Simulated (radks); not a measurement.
Species: Gd. Configuration: [Xe] 4f7 5d1 6s1 6p1 (not the ground configuration).

Calculated with a radial shooting solver on a logarithmic mesh with Libxc functionals: scalar-relativistic Kohn-Sham, Wu-Cohen GGA, spin-unpolarised, spherical densities, point nucleus.

Energy parts (eV):
| part | energy |
|---|---|
| total | -306673.73 |
| kinetic | 329327.02 |
| electron-nucleus | -748063.53 |
| Hartree | 118797.73 |
| exchange-correlation | -6734.96 |

Orbitals (lengths in bohr, moments of r in powers of bohr; <r^-3> diverges for s and p1/2):
orbital,occ.,eigenvalue (eV),<r^-3>,<r^4>
1s,2,-50101.14,-,1.141e-06
2s,2,-8273.331,-,0.0001815
2p,6,-7363.202,11430,0.0001356
3s,2,-1834.964,-,0.007030
3p,6,-1553.026,2397,0.007370
3d,10,-1180.608,323.2,0.005883
4s,2,-370.4788,-,0.1730
4p,6,-277.5304,535.6,0.2268
4d,10,-148.9433,60.41,0.3584
4f,7,-10.0151,8.100,2.820
5s,2,-51.0646,-,5.901
5p,6,-28.5605,73.27,11.87
5d,1,-3.5656,3.084,173.3
6s,1,-4.8817,-,464.2
6p,1,-1.9064,4.601,1735

The highest occupied level is 6p at -1.906 eV. Summed over all electrons, <r^2> = 95.10 bohr^2, which gives a Langevin (diamagnetic) susceptibility term of -75.3 x 10^-6 cm^3/mol. The density falls to 0.001 e/bohr^3 at r = 5.41 bohr.
